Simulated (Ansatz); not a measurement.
**Question.** Predict a relaxed structure of InH2(OMe) (CH₅InO), charge 0, singlet, at B3LYP-D4/def2-TZVP (Ansatz).

**Answer.** 
Cartesian coordinates in Å:
```
In 1.643 0.527 -0.128
H 1.607 0.892 1.551
H 2.779 0.627 -1.399
O -0.100 -0.209 -0.781
C -1.236 -0.412 0.026
H -1.527 -1.469 0.009
H -2.081 0.171 -0.357
H -1.086 -0.127 1.077
```
Point group Cs (tolerance 0.1 Å). This is one stationary point.

In the def2 sets In takes a core potential; there is no spin–orbit coupling.
